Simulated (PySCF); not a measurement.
PySCF job for C3H8N, SMILES CC(C)[NH], multiplicity 2, PBE-D3(BJ)/def2-SVP. The structure is a stationary point at PBE-D3(BJ)/def2-SVP. The isomer is the one that the SMILES or the coordinates give; other isomers of the formula were not compared. The values are those of a single conformer.

```python
import numpy as np
from pyscf import gto, scf, dft, df
from pyscf.hessian import thermo

mol = gto.M(
    atom='''
    C    -1.06465282    0.81017305    0.47363493
    C    -0.03828734   -0.00916988   -0.34040631
    C     1.40557355    0.35824114    0.01553679
    N    -0.24396472   -1.42974414   -0.20668537
    H    -0.89013258    1.89786715    0.34857050
    H    -0.97521619    0.56933971    1.55269984
    H    -2.10405080    0.58911102    0.15482316
    H    -0.21142433    0.25375739   -1.42113990
    H     1.61219949    1.43047951   -0.17529445
    H     1.59872641    0.15078394    1.08815562
    H     2.11505057   -0.25080363   -0.57771504
    H    -1.25319990   -1.58779208   -0.41589459
    ''',
    basis='def2-SVP',
    charge=0,
    spin=1,
    max_memory=1600,
    verbose=3,
)
mf = dft.UKS(mol, xc='pbe').density_fit(auxbasis='def2-universal-jkfit')
mf.disp = 'd3bj'
mf.grids.level = 3
mf.conv_tol = 1e-11
mf.max_cycle = 100
mf.kernel()
fine, coarse = mf.grids, dft.Grids(mol).set(level=1).build(with_non0tab=True)
for _ in range(3):  # follow internal instabilities
    mf.grids = coarse
    mo, _, stable, _ = mf.stability(return_status=True, nroots=4)
    mf.grids = fine
    if stable:
        break
    mf.kernel(mf.make_rdm1(mo, mf.mo_occ))

# [left out here: the lines that compute and print the analytic Hessian (its translational invariance restored by hand, since the grid's response is missing), thermochemistry and intensities]
```

It prints:

```
[...]
       3   N                 0.02  0.12 -0.00   -0.02 -0.06  0.02    0.01 -0.07  0.02
       4   H                 0.21 -0.08 -0.10   -0.05 -0.00 -0.09    0.05 -0.03 -0.08
       5   H                 0.06  0.10  0.03   -0.13  0.07  0.04   -0.12  0.20  0.11
       6   H                -0.18  0.22  0.17    0.12 -0.08 -0.17   -0.08  0.15  0.02
       7   H                 0.09  0.10 -0.02    0.04  0.52  0.03    0.29  0.17 -0.05
       8   H                -0.36 -0.02 -0.11   -0.12 -0.03 -0.14    0.00 -0.03 -0.09
       9   H                 0.15  0.17  0.04    0.29  0.13  0.04   -0.01 -0.07 -0.03
      10   H                 0.23  0.17 -0.01   -0.03  0.09 -0.11   -0.23 -0.07 -0.09
      11   H                 0.04 -0.02  0.07    0.00 -0.39  0.13   -0.07  0.40  0.03
Mode                                12                  13                  14
Irrep
Freq [cm^-1]                     1146.4989           1193.3584           1203.1238
Reduced mass [au]                   1.8685              1.3114              1.4177
Force const [Dyne/A]                1.4471              1.1003              1.2091
Char temp [K]                    1649.5567           1716.9771           1731.0273
Normal mode                   x     y     z       x     y     z       x     y     z
       0   C                 0.03  0.03  0.08   -0.01  0.05 -0.05   -0.02  0.03 -0.01
       1   C                -0.01 -0.11 -0.09    0.05 -0.10 -0.02    0.05 -0.11  0.04
       2   C                -0.01  0.05  0.06   -0.01  0.02  0.05   -0.02  0.06 -0.06
       3   N                -0.01  0.07 -0.02    0.02  0.00  0.01   -0.03  0.04 -0.00
       4   H                -0.14  0.04 -0.06   -0.06  0.08  0.13   -0.01  0.04  0.08
       5   H                -0.24  0.05  0.10    0.10 -0.17 -0.11    0.03 -0.05 -0.03
       6   H                 0.12 -0.10 -0.16   -0.03 -0.08  0.09   -0.02 -0.06  0.07
       7   H                -0.00 -0.38 -0.16   -0.60  0.37  0.19    0.38  0.41  0.10
       8   H                 0.18 -0.01 -0.10    0.06 -0.02 -0.09    0.12  0.05  0.08
       9   H                 0.23 -0.09 -0.01    0.15 -0.05  0.00   -0.21 -0.17 -0.06
      10   H                -0.22 -0.06 -0.08   -0.12 -0.03 -0.04   -0.07 -0.15  0.10
      11   H                 0.03 -0.13  0.01   -0.02  0.24  0.01    0.04 -0.44  0.08
Mode                                15                  16                  17
Irrep
Freq [cm^-1]                     1309.2637           1330.1253           1355.7946
Reduced mass [au]                   1.2662              1.3266              1.4929
Force const [Dyne/A]                1.2788              1.3829              1.6169
Char temp [K]                    1883.7390           1913.7542           1950.6866
Normal mode                   x     y     z       x     y     z       x     y     z
       0   C                 0.02 -0.05 -0.04   -0.09  0.05  0.05   -0.02 -0.03 -0.02
       1   C                 0.08  0.04  0.00    0.07  0.04  0.00    0.11  0.04  0.01
       2   C                 0.06  0.01  0.03    0.01  0.00  0.02   -0.11 -0.02 -0.01
       3   N                -0.03  0.01 -0.01   -0.02 -0.01 -0.01   -0.03  0.01 -0.01
       4   H                -0.15  0.02  0.21    0.39 -0.07 -0.23    0.03 -0.00  0.20
       5   H                -0.11  0.26  0.05    0.38 -0.21 -0.05    0.08  0.23  0.04
       6   H                -0.11  0.22  0.17    0.10 -0.26 -0.31   -0.04  0.07 -0.01
       7   H                -0.26 -0.15  0.01   -0.15 -0.14 -0.01   -0.20 -0.14  0.02
       8   H                -0.34  0.05 -0.15   -0.14  0.01 -0.10    0.33 -0.09  0.05
       9   H                -0.27 -0.12  0.06   -0.11 -0.07  0.02    0.33  0.07 -0.07
      10   H                -0.27 -0.15 -0.17   -0.11 -0.04 -0.08    0.23  0.20  0.17
      11   H                 0.02 -0.30  0.03    0.00 -0.21  0.04    0.02 -0.32  0.05
Mode                                18                  19                  20
Irrep
Freq [cm^-1]                     1401.3183           1410.1427           1419.2158
Reduced mass [au]                   1.0408              1.0605              1.0586
Force const [Dyne/A]                1.2041              1.2424              1.2563
Char temp [K]                    2016.1850           2028.8814           2041.9355
Normal mode                   x     y     z       x     y     z       x     y     z
       0   C                 0.00 -0.02  0.03   -0.00 -0.02  0.00    0.02  0.00  0.02
       1   C                 0.02 -0.00 -0.00   -0.04  0.00  0.01    0.04  0.01  0.03
       2   C                -0.00  0.01 -0.03    0.00  0.04  0.02   -0.02 -0.02  0.02
       3   N                -0.00  0.00  0.00    0.01 -0.00  0.00   -0.01  0.00 -0.00
       4   H                -0.38  0.02 -0.20   -0.13  0.02  0.11   -0.30 -0.00 -0.43
       5   H                 0.29 -0.12 -0.03    0.24  0.13  0.01   -0.04 -0.40 -0.07
       6   H                -0.00  0.42 -0.27    0.04  0.13 -0.24   -0.08  0.35  0.08
       7   H                -0.07  0.01  0.01    0.07  0.04  0.00   -0.02 -0.01  0.04
       8   H                -0.22  0.11  0.33   -0.09 -0.05 -0.51    0.26 -0.11 -0.23
       9   H                 0.26  0.08 -0.05    0.02 -0.57 -0.10   -0.23  0.00  0.05
      10   H                -0.09 -0.33  0.23    0.25  0.08  0.25    0.08  0.33 -0.22
      11   H                 0.00 -0.02  0.00   -0.00  0.10 -0.02    0.01 -0.11  0.02
Mode                                21                  22                  23
Irrep
Freq [cm^-1]                     1429.0826           2817.6333           2965.9548
Reduced mass [au]                   1.0710              1.0785              1.0350
Force const [Dyne/A]                1.2888              5.0449              5.3645
Char temp [K]                    2056.1317           4053.9470           4267.3486
Normal mode                   x     y     z       x     y     z       x     y     z
       0   C                 0.02  0.02 -0.01   -0.00  0.00 -0.00    0.03 -0.02 -0.02
       1   C                 0.03  0.05 -0.00    0.01 -0.01  0.07   -0.00  0.00  0.00
       2   C                -0.02  0.02 -0.01    0.00  0.00 -0.00    0.01  0.00  0.00
       3   N                -0.01 -0.01 -0.00   -0.00 -0.00  0.00    0.00  0.00  0.00
       4   H                 0.14 -0.04 -0.28   -0.00 -0.01  0.00    0.10  0.52 -0.07
       5   H                -0.39 -0.30 -0.04    0.00 -0.01  0.02    0.05 -0.13  0.54
       6   H                -0.09 -0.11  0.40    0.02  0.01  0.01   -0.54 -0.12 -0.18
       7   H                -0.06 -0.07 -0.01   -0.15  0.23 -0.92   -0.00  0.00 -0.01
       8   H                -0.22  0.04 -0.06    0.00 -0.02  0.00   -0.02 -0.10  0.02
       9   H                 0.27 -0.28 -0.12    0.00 -0.00  0.02   -0.01  0.02 -0.10
      10   H                 0.11 -0.19  0.35   -0.01  0.01  0.01   -0.05  0.05  0.05
      11   H                -0.00 -0.07  0.02    0.01 -0.00 -0.00   -0.00 -0.00 -0.00
Mode                                24                  25                  26
Irrep
Freq [cm^-1]                     2974.7316           3059.7576           3063.7298
Reduced mass [au]                   1.0367              1.1040              1.1039
Force const [Dyne/A]                5.4049              6.0896              6.1051
Char temp [K]                    4279.9765           4402.3099           4408.0251
Normal mode                   x     y     z       x     y     z       x     y     z
       0   C                -0.01  0.00  0.00   -0.06 -0.03 -0.05   -0.01 -0.05  0.04
       1   C                -0.00 -0.00 -0.00   -0.00 -0.00 -0.00   -0.00 -0.00 -0.00
       2   C                 0.04  0.01  0.02   -0.00  0.00  0.00    0.01  0.04 -0.05
       3   N                 0.00 -0.00  0.00    0.00  0.00  0.00    0.00  0.00  0.00
       4   H                -0.01 -0.08  0.01    0.04  0.32 -0.05    0.08  0.48 -0.05
       5   H                -0.01  0.02 -0.10    0.03 -0.12  0.47   -0.04  0.08 -0.40
       6   H                 0.10  0.02  0.03    0.70  0.15  0.22    0.06  0.01  0.03
       7   H                 0.00  0.00  0.00    0.00 -0.00  0.02    0.00 -0.00  0.01
       8   H                -0.10 -0.55  0.10    0.00  0.00 -0.00   -0.08 -0.43  0.07
       9   H                -0.10  0.12 -0.59   -0.00  0.00 -0.02    0.09 -0.09  0.51
      10   H                -0.31  0.27  0.27    0.01 -0.01 -0.01   -0.08  0.08  0.06
      11   H                -0.00  0.00 -0.00   -0.00  0.00 -0.00   -0.00 -0.00 -0.00
Mode                                27                  28                  29
Irrep
Freq [cm^-1]                     3066.8184           3078.3241           3272.4585
Reduced mass [au]                   1.1033              1.1039              1.0736
Force const [Dyne/A]                6.1138              6.1634              6.7739
Char temp [K]                    4412.4688           4429.0230           4708.3391
Normal mode                   x     y     z       x     y     z       x     y     z
       0   C                -0.01 -0.05  0.04   -0.00 -0.00  0.00    0.00  0.00  0.00
       1   C                 0.00 -0.00  0.00    0.00 -0.00 -0.00   -0.00  0.00 -0.00
       2   C                -0.01 -0.03  0.05    0.03 -0.07 -0.04    0.00 -0.00  0.00
       3   N                 0.00  0.00 -0.00   -0.00  0.00  0.00   -0.07 -0.01 -0.01
       4   H                 0.09  0.52 -0.06    0.01  0.05 -0.01    0.00  0.00  0.00
       5   H                -0.04  0.09 -0.44   -0.00  0.00 -0.02   -0.00 -0.00 -0.00
       6   H                 0.04  0.00  0.02    0.02  0.00  0.01    0.00 -0.00 -0.00
       7   H                -0.01  0.01 -0.04    0.00 -0.00  0.01    0.00 -0.00  0.01
       8   H                 0.07  0.37 -0.06    0.09  0.48 -0.09   -0.00 -0.01 -0.00
       9   H                -0.08  0.09 -0.47    0.03 -0.05  0.16    0.00  0.00  0.00
      10   H                 0.12 -0.11 -0.09   -0.50  0.43  0.43    0.00  0.00 -0.00
      11   H                -0.00  0.00  0.00    0.00  0.00  0.00    0.93  0.16  0.19
temperature 298.1500 [K]
pressure 101325.00 [Pa]
Rotational constants [GHz] 8.83927 7.91907 4.74569
Symmetry number 1
Zero-point energy (ZPE) 0.10258 [Eh]   269320.377 [J/mol]
                           tot       elec      trans        rot        vib
Entropy [J/mol/K]       307.170      5.763    159.409    102.026     39.971
Cv [J/mol/K]             83.380      0.000     12.472     12.472     58.437
Cp [J/mol/K]             91.695      0.000     20.786     12.472     58.437
Internal energy [J/mol]                      3718.434   3718.434 276852.697
Internal energy [Eh]   -173.35132  -173.45960
Enthalpy [J/mol]                             6197.391   3718.434 276852.697
Enthalpy [Eh]          -173.35038
Gibbs free energy [J/mol]                  -41330.328 -26700.763 264935.282
Gibbs free energy [Eh] -173.38526
mode   freq/cm-1   IR/(km/mol)
   1      207.06        14.330
   2      220.00        24.865
   3      261.68        12.069
   4      354.90         0.167
   5      418.34        12.344
   6      450.21         5.772
   7      808.45         0.187
   8      880.72         2.327
   9      914.79         0.264
  10      945.22         0.682
  11     1020.61         7.953
  12     1047.52        22.939
  13     1146.50        13.471
  14     1193.36         2.661
  15     1203.12        21.930
  16     1309.26         3.164
  17     1330.13         4.434
  18     1355.79         9.959
  19     1401.32         1.081
  20     1410.14         2.267
  21     1419.22         7.945
  22     1429.08         8.116
  23     2817.63        26.690
  24     2965.95        20.028
  25     2974.73        14.305
  26     3059.76        19.705
  27     3063.73         0.772
  28     3066.82        28.729
  29     3078.32        14.823
  30     3272.46        17.271
max |gradient| / (hartree/bohr): 2.4312370957075652e-05
APT charges: [ 0.0302  0.2489  0.0033 -0.2741 -0.0071 -0.0053 -0.0196 -0.0507 -0.0125
 -0.0033 -0.0028  0.0928]
```

The calculation finished and met its thresholds.
